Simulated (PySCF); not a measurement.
A made-up structure of SiH3TeCl, closed shell:

Cl1  (-2.360, -0.909, 0.258)
Si2  (1.545, -0.185, 1.208)
Te3  (-0.211, -0.198, -0.541)
H4  (0.307, -1.301, -1.711)
H5  (-0.414, 1.349, -1.191)
H6  (0.991, 0.985, 1.794)
(Å)

It is relaxed with PBE-D4/def2-SVP and then PBE0-D4/def2-TZVP (PySCF 2.14 with density fitting (its default auxiliary sets; JK sets also for MP2 and CCSD(T))). Atoms count as bonded within 1.22 times the sum of their covalent radii (H–H: 0.88 Å). The end point is not checked to be a true minimum.

**Question.** Does its bonding change? (Judge from chemistry; the calculation decides.)

**Answer.** The calculation gives: Yes. Formed: Si2–H4; broken: Te3–H4.

Where it ends: The first stage lowers the energy by 2.85 eV in 49 steps. It ends as SiH₃TeCl ([SiH2][TeH][Cl]):
Cl1  (-2.103, -1.840, 0.672)
Si2  (1.342, 0.334, 0.643)
Te3  (-0.745, -0.409, -0.635)
H4  (2.058, -0.588, -0.340)
H5  (-1.631, 0.934, -0.210)
H6  (0.972, 1.336, -0.500)
(Å)

Labels in which every atom is bracketed show which atoms are joined, not bond orders.

For scale, one of the runs: PBE0-D4/def2-TZVP relaxation, 142 basis functions, launched by `OMP_NUM_THREADS=2 python run.py`. The run took 64 s on 2 CPU threads of an Intel Xeon 6975P-C (shared host), with 1.3 GiB of host memory at its peak.
